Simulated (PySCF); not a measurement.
SbI2, SMILES [I][Sb+][I] (connectivity only; charge and spin as stated), charge +1, multiplicity 1.

Coordinates come from a PBE0-D3(BJ)/def2-SVP optimisation. The spin state was assumed, not searched. The isomer is the one that the SMILES or the coordinates give; other isomers of the formula were not compared. The def2 effective core potentials stand for the cores of I, Sb; spin–orbit coupling is left out.

These are PBE/def2-TZVPD (PySCF) values and carry that method's errors.

Gas-phase values at a fixed geometry.

* **total energy**: -835.45003 hartree
* **point group**: C2v
* **highest occupied level**: -11.58 eV
* **lowest empty level**: -9.97 eV
* **orbital gap**: 1.61 eV
* **dipole moment about the centre of nuclear charge**: 0.355 e·Å
* **mean static polarisability**: 108.0 bohr³ (16.01 Å³)
* **polarisability, principal values**: 67.9, 94.9, 161.2 bohr³
